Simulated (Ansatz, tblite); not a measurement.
M(NH3)Cl with several metals: gap (eV) at several levels, gas phase, relaxed structures; Ansatz, xTB through tblite. Core potentials for Ag, Au in the def2 sets, no spin–orbit coupling. Names give formal oxidation states. The structures are stationary points that may keep the symmetry of their start.

| species | state | geometry | GFN1-xTB | GFN2-xTB | PBE-D4/def2-SVP | r2SCAN-D4/def2-TZVP | PBE0-D4/def2-TZVP | HSE06-D4/def2-TZVP |
| --- | --- | --- | --- | --- | --- | --- | --- | --- |
| Au(NH3)Cl (AuNClH3) | singlet | PBE0-D4/def2-TZVP | 5.44 | 6.34 | 4.04 | 4.60 | 5.97 | 5.21 |
| Cu(NH3)Cl (CuNClH3) | singlet | B3LYP-D4/def2-TZVP | 5.30 | 7.25 | 3.09 | 4.15 | 5.71 | 4.93 |
| Ag(NH3)Cl (AgNClH3) | singlet | PBE-D4/def2-TZVP | 5.00 | 5.99 | 3.60 | 4.29 | 5.60 | 4.84 |

Over the 3 species that have every level, the mean is 5.25 at GFN1-xTB, 6.53 at GFN2-xTB, 3.58 at PBE-D4/def2-SVP, 4.35 at r2SCAN-D4/def2-TZVP, 5.76 at PBE0-D4/def2-TZVP, 4.99 at HSE06-D4/def2-TZVP. Orbital gaps grow with the share of exact exchange and aren't one observable across functionals.
